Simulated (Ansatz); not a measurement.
```xyz
20

Ge    1.114   -1.163   -2.253
Ge    2.420    0.091   -0.642
Ge    1.152    1.879    0.402
Ge   -0.129    1.011    2.270
Ge   -1.359   -0.946    1.539
Ge   -2.701   -0.369   -0.395
H     2.015   -2.155   -3.008
H    -0.003   -1.956   -1.556
H     0.473   -0.205   -3.270
H     2.941   -0.863    0.450
H     3.646    0.683   -1.365
H     0.196    2.497   -0.635
H     2.109    2.988    0.881
H    -1.111    2.079    2.789
H     0.832    0.644    3.417
H    -0.353   -2.051    1.168
H    -2.262   -1.484    2.664
H    -1.848    0.416   -1.406
H    -3.260   -1.620   -1.090
H    -3.874    0.526    0.041
```

Charge 0, multiplicity 1.

Task: List the r2SCAN/def2-TZVPP orbital energies in eV (Ansatz 0.2.0). (An estimate is asked.)

Result: Ansatz gave: Occupied: -10834.22, -10834.21, -10834.21, -10834.20, -10834.19, -10834.19, -1349.35, -1349.34, -1349.34, -1349.34, -1349.32, -1349.32, -1199.40, -1199.40, -1199.39, -1199.39, -1199.39, -1199.39, -1199.38, -1199.38, -1199.38, -1199.38, -1199.38, -1199.37, -1199.37, -1199.37, -1199.36, -1199.36, -1199.36, -1199.36, -167.49, -167.49, -167.49, -167.48, -167.47, -167.47, -117.19, -117.19, -117.18, -117.18, -117.17, -117.17, -117.17, -117.17, -117.16, -117.16, -117.16, -117.15, -117.15, -117.15, -117.15, -117.15, -117.15, -117.15, -30.59, -30.57, -30.56, -30.55, -30.55, -30.48, -30.48, -30.48, -30.47, -30.47, -30.46, -30.46, -30.45, -30.43, -30.43, -30.41, -30.40, -30.39, -30.39, -30.37, -30.36, -30.36, -30.35, -30.34, -30.34, -30.33, -30.33, -30.31, -30.29, -30.27, -15.67, -15.10, -14.54, -13.69, -12.99, -12.36, -9.54, -9.33, -9.05, -8.87, -8.77, -8.70, -8.46, -8.44, -8.06, -7.62, -7.36, -6.99, -6.89. Lowest empty: -0.92, -0.81, -0.73, -0.46, -0.36, -0.21, -0.14, 0.21.
